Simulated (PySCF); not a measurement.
C₃H₇, SMILES [CH2]CC, multiplicity 2.

Geometry: TPSSh-D3(BJ)/def2-TZVP. The isomer is the one that the SMILES or the coordinates give; other isomers of the formula were not compared.

Computed with PBE/def2-TZVPD in PySCF.

Isolated molecule, no solvent.

The total energy is -118.33470 hartree. The α spin, highest occupied and lowest empty level is -4.57 and -0.11 eV and the β spin, highest occupied and lowest empty level is -8.15 and -2.41 eV. The dipole moment is 0.38 D. The quadrupole, principal values (traceless, Buckingham form, about the centre of nuclear charge) is -0.88, -0.27, 1.15 D·Å and the mean static polarisability is 42.3 bohr³ (6.27 Å³). The polarisability, principal values is 37.8, 41.3, 47.8 bohr³ and the ⟨S²⟩ comes out as 0.754 (pure state 0.75).
